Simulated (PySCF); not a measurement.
HfFH₃, SMILES [HfH3][F], multiplicity 1. The structure is a stationary point at r2SCAN-D4/def2-TZVP. The multiplicity is an assumed one; no other spin state was optimised. The structure was generated by enumeration; whether it is a known compound was not checked. The def2 effective core potentials stand for the cores of Hf; spin–orbit coupling is left out.

Computed equilibrium geometry at r2SCAN-D4/def2-TZVP (PySCF confirms it by a frequency run) as a Z-matrix, and its point group:
point group C3v.
```
Hf
F 1 1.8799
H 1 1.8510 2 108.19
H 1 1.8510 3 110.72 2 -118.40
H 1 1.8510 3 110.72 2 118.40
```
Charge 0, spin multiplicity 1.
